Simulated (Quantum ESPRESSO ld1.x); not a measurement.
Values are calculated unless marked as measured or tabulated.
One sound ld1.x (Quantum ESPRESSO 7.5) input for the rubidium ion Rb3+ gives E = -2974.9851 hartree in 26 iterations:

```
 &input
    zed=37.0,
    iswitch=1,
    rel=1,
    dft='PZ',
    config='[Ar] 3d10 4s2 4p4',
    verbosity='high',
    prefix='ld1',
    max_out_wfc=37,
    file_charge='ld1.rho',
 /
```

Changed or added lines, one case at a time, and what came of them:

- xmin=-14.0: usable despite the warning. The mesh starts very near the nucleus, where rounding noise provokes warnings (final residual 1e-14); the energy differs from the default mesh by -1.2e-05 hartree, which is rather the error of the default start.
- config='[Ar] 3d10 4s2 4p': refused. The program stops in el_config with "no occupancy field?": each term needs its occupation.
- beta=0.005: harmless. The cycle still converges, in 187 iterations against 26.
- atom='Rb': harmless. atom and zed name the same element, and the result equals that of the sound run.
- dx=0.06: inaccurate. The radial step is too large to integrate the orbitals; the run ends without a warning, but the energy is off by -0.001628 hartree against the default mesh.
- rmax=1.0: not converged. The mesh cuts the orbital tails; the cycle ends with warnings and the numbers are not to be used.
- zval=1: refused. The program stops in ld1_readin with "reading input namelist": the namelist holds a keyword that &input does not know.
